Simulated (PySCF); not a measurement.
[PbF5]− at several levels of theory

Computed with PySCF 2.14.0 (density fitting, no spin-orbit coupling) at the geometry relaxed with BP86:

```xyz
6
[PbF5]− (singlet)
Pb   -0.0233    0.0001    0.0000
F    -0.1619    0.0004    2.0838
F    -0.1619    0.0004   -2.0838
F     2.0543   -0.0024    0.0000
F    -0.8522    1.9128    0.0000
F    -0.8549   -1.9114    0.0000
```

```csv
level,basis,state,HOMO (eV),gap (eV),charge on Pb1 (e),dipole about the centre of mass (D),largest force component (eV/Å)
BP86,"Pb def2-SVP with ECP60, F def2-SVP",singlet,-3.08,3.18,1.08,0.30,0.02
PBE0,the same,singlet,-5.18,5.93,1.34,0.33,0.68
BP86,"Pb x2c-SVPall, F x2c-SVPall",singlet,-3.05,3.18,1.13,0.31,0.29
```

Charges are Mulliken's, which hang on the basis. The relaxation used the grid (50, 194), these runs (75, 302) or, all-electron (x2c bases, spin-free X2C Hamiltonian), (99, 590).

Question: A further run in the first row's basis gives HOMO (eV) -3.64, gap (eV) 3.82, charge on Pb1 (e) 1.46, dipole about the centre of mass (D) 0.33, largest force component (eV/Å) 0.24. Which level was it?
A. TPSS
B. M06-L
C. B3LYP

Answer: B. The others give HOMO -4.82 eV (B3LYP); -3.15 eV (TPSS).

In the first row's basis the gap widens with exact exchange: 3.2 to 3.8 eV for BP86, TPSS, M06-L (none); 5.4 to 5.9 eV for B3LYP, PBE0 (a fixed share).
